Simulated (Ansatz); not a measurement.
Input file for Ansatz (a program for electronic structure): R-CAM-B3LYP/def2-TZVPPD on HF (SMILES F) with ghost functions. Files ending in .json are basis or fitting sets from the Basis Set Exchange.

Ansatz 0.2 input:
```yaml
crystal:
  periodic: [false, false, false]
  atoms:
    - {symbol: F, position_ang: [0.01747999, -0.03773085, 3.21823258]}
    - {symbol: H, position_ang: [-0.26744645, -0.36675365, 2.34658365]}
basis:
  gaussian:
    orbitals: def2-TZVPPD.json
    ghost_atoms:
      - {symbol: C, position_ang: [1.24879992, 0.49067687, 0.01617415]}
      - {symbol: C, position_ang: [-0.25806237, 0.31018133, -0.05882393]}
      - {symbol: N, position_ang: [-0.69058415, -0.77892282, 0.83865741]}
      - {symbol: H, position_ang: [1.56612525, 1.31842611, -0.61915998]}
      - {symbol: H, position_ang: [1.55863554, 0.69694748, 1.04084890]}
      - {symbol: H, position_ang: [1.76829753, -0.40864242, -0.32500417]}
      - {symbol: H, position_ang: [-0.56765775, 0.12930557, -1.09428549]}
      - {symbol: H, position_ang: [-0.75852119, 1.22005284, 0.27710873]}
      - {symbol: H, position_ang: [-1.69413102, -0.91648854, 0.78882472]}
      - {symbol: H, position_ang: [-0.25400431, -1.65553009, 0.57155435]}
hamiltonian:
  xc: {name: CAM-B3LYP}
scf: {lower_state_search: off}
```

Program output:

```
WARN ansatz: RAYON_NUM_THREADS=1 ignored (pool sized by the plan → 1); use --threads N
Functional definition: CAM-B3LYP
these checks for a lower state are left out or cut short: stability, starts, cluster_reference, orbital_swaps, neighbouring_geometries, increment
integrals: 0.23 GiB planned
1109 factors; their error is unknown
integrals: 0.27 GiB planned
416 factors; integrals over basis functions are off by at most 3.7e-5 eV
mean field: 1.42 GiB planned
mean field evaluation 1: about -2732.3979 eV, gradient 3.2e1 eV
mean field evaluation 2: about -2731.3229 eV, gradient 4.5e1 eV
mean field evaluation 4: about -2733.8531 eV, gradient 2.4e-1 eV
mean field evaluation 8: about -2733.8588 eV, gradient 9.6e-3 eV
mean field -2733.85878454 eV, -100.4674572560 hartree, gradient 6.7e-6 eV, S^2 0.000000; 0 other end points of the search recorded, 0 dependent functions left out
reference -2733.85886881 eV, -100.4674603528 hartree; 5, 5 occupied and 282, 282 virtual orbitals, 1109 factors
Total energy: -2733.85886881 eV, -100.4674603528 hartree
Checks for a lower state left out: stability, starts, cluster_reference, orbital_swaps, neighbouring_geometries, increment
```

The calculation finished and met its thresholds.

Cost: roughly 3 core-seconds.
